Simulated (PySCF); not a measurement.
C5H6NO (charge -1).
Atom-mapped SMILES: `[N:1]#[C:2][CH2:3][C@@H:4]1[CH2:5][C@@H:6]1[O-:7]` (hydrogens: H8, H9 on C3; H10 on C4; H11, H12 on C5; H13 on C6)

The geometry is computed with GFN2-xTB (gas phase).

(1) Give the optimised bond lengths and angles.

Results:

(1) 
```json
{"bond": "N1≡C2", "length (Å)": "1.152"}
{"bond": "C2–C3", "length (Å)": "1.425"}
{"bond": "C3–C4", "length (Å)": "1.514"}
{"bond": "C4–C5", "length (Å)": "1.515"}
{"bond": "C5–C6", "length (Å)": "1.533"}
{"bond": "C6–O7", "length (Å)": "1.289"}
{"bond": "C4–C6", "length (Å)": "1.555"}
{"bond": "C3–H8", "length (Å)": "1.097"}
{"bond": "C3–H9", "length (Å)": "1.108"}
{"bond": "C4–H10", "length (Å)": "1.088"}
{"bond": "C5–H11", "length (Å)": "1.085"}
{"bond": "C5–H12", "length (Å)": "1.082"}
{"bond": "C6–H13", "length (Å)": "1.121"}
```

A selection of angles:
```json
{"angle": "N1–C2–C3", "degrees": "177.0"}
{"angle": "C2–C3–C4", "degrees": "112.5"}
{"angle": "C2–C3–H8", "degrees": "109.1"}
{"angle": "C2–C3–H9", "degrees": "111.9"}
{"angle": "C4–C3–H8", "degrees": "111.1"}
{"angle": "C4–C3–H9", "degrees": "103.6"}
{"angle": "H8–C3–H9", "degrees": "108.6"}
{"angle": "C3–C4–C5", "degrees": "117.0"}
{"angle": "C3–C4–C6", "degrees": "111.9"}
{"angle": "C3–C4–H10", "degrees": "116.4"}
{"angle": "C5–C4–C6", "degrees": "59.9"}
{"angle": "C5–C4–H10", "degrees": "117.5"}
{"angle": "C6–C4–H10", "degrees": "122.3"}
{"angle": "C4–C5–C6", "degrees": "61.3"}
{"angle": "C4–C5–H11", "degrees": "116.8"}
{"angle": "C4–C5–H12", "degrees": "116.8"}
{"angle": "C6–C5–H11", "degrees": "120.1"}
{"angle": "C6–C5–H12", "degrees": "118.5"}
{"angle": "H11–C5–H12", "degrees": "113.6"}
{"angle": "C5–C6–O7", "degrees": "123.7"}
{"angle": "C5–C6–H13", "degrees": "111.3"}
{"angle": "O7–C6–H13", "degrees": "117.8"}
{"angle": "C4–C6–C5", "degrees": "58.8"}
{"angle": "C4–C6–O7", "degrees": "120.8"}
{"angle": "C4–C6–H13", "degrees": "110.9"}
```

Dihedral angles: C2–C3–C4–C5 -65° (synclinal); C3–C4–C5–C6 -101° (anticlinal); C4–C5–C6–O7 108° (anticlinal); C3–C4–C6–C5 109° (anticlinal).

The C–C distances run from 1.425 Å (C2–C3, drawn single) to 1.555 Å (C4–C6, drawn single), a spread of 0.130 Å. The 3-membered ring C4–C5–C6 has internal angles of 58.8° to 61.3°. Of the pairs four or more bonds apart, O7···H9 is among the closest relative to their van der Waals radii: 2.13 Å, 78 % of the sum of Bondi's values.

Point group: C1 (no symmetry element, even within 0.4 Å). Whether it is a minimum is left open (no frequencies).

One conformer stands for the species.
